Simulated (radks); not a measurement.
Q: The table gives one normalised radial function P(r) = r R(r) of Cu2.5+ in [Ar] 3d(up 4.25, down 4.25) (r in bohr). Calculated with a radial shooting solver on a logarithmic mesh with Libxc functionals: non-relativistic Kohn-Sham, PBE, spin-polarised, spherical densities, point nucleus.

r              P
0.0022     0.0744
0.002481   0.0832
0.002797   0.0929
0.003154   0.1037
0.003556   0.1155
0.004009   0.1285
0.004521   0.1426
0.005097   0.1581
0.005747   0.1747
0.006479   0.1927
0.007306   0.2118
0.008237   0.2321
0.009287   0.2533
0.01047    0.2751
0.01181    0.2973
0.01331    0.3194
0.01501    0.3407
0.01692    0.3604
0.01908    0.3777
0.02151    0.3911
0.02426    0.3995
0.02735    0.4011
0.03083    0.3943
0.03477    0.3771
0.0392     0.3476
0.0442     0.3040
0.04983    0.2449
0.05618    0.1695
0.06335    0.0777
0.07142   -0.0290
0.08118   -0.1562
0.09153   -0.2828
0.1032    -0.4091
0.1164    -0.5260
0.1312    -0.6224
0.1479    -0.6860
0.1668    -0.7045
0.188     -0.6673
0.212     -0.5673
0.239     -0.4027
0.2695    -0.1789
0.3039     0.0910
0.3426     0.3861
0.3863     0.6801
0.4356     0.9442
0.4911     1.1510
0.5537     1.2798
0.6243     1.3202
0.7039     1.2746
0.7936     1.1567
0.8948     0.9887
1.009      0.7960
1.138      0.6027
1.283      0.4278
1.446      0.2835
1.63       0.1744
1.838      0.0989
2.073      0.0512
2.337      0.0240
2.635      0.0100
2.971      0.0037
3.35       0.0012

Which n and l does it have? It may be an empty orbital.

A: n = 3, l = 0: the number of nodes gives n - l - 1 = 2, the rise at small r (about r^(l+1)) gives l, and the extent must fit the shell. The curve is that of 3s. 3s: eigenvalue -146.40 eV, 2 radial nodes at r = 0.0692, 0.292 bohr, <r> = 0.718 bohr, 90 % of the charge inside 1.08 bohr.
